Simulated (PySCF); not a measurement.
## Mayer bond orders and bond lengths

Compound: Cu(PH3)(SH) (singlet state).
Structure used (PBE0-D3(BJ)/def2-SVP), in Å, numbered top down from 1:
```
atom  x, y, z in Å
Cu1    0.163    0.080   -0.922
P2     0.149    0.052    1.270
H3    -0.859    0.753    1.982
H4     1.272    0.569    1.967
H5     0.046   -1.183    1.962
S6     0.237    0.124   -3.069
H7    -1.008   -0.395   -3.190
```

Bond orders from the PBE0/pcSseg-1 (pcSseg-2 on Cu) density (PySCF). Geometry: PBE0-D3(BJ)/def2-SVP; no solvent, vibrations or thermal averaging.

(1) Give the Mayer order of every bond between heavy atoms, beside its length.

(2) And the bonds to hydrogen?

(3) Sum the orders of all bonds at each heavy atom with more than one neighbour.

Answers

(1) 
```json
{"bond": "Cu1–P2", "length (Å)": "2.192", "Mayer order": "0.683"}
{"bond": "Cu1–S6", "length (Å)": "2.149", "Mayer order": "1.022"}
```

(2) H–P: 0.94 (3 bonds); H–S: 0.93 (1 bond).

(3) Cu1 1.705, P2 3.497, S6 1.951. Orders between atoms that aren't bonded are not in these sums.

Mayer orders depend on the basis set.
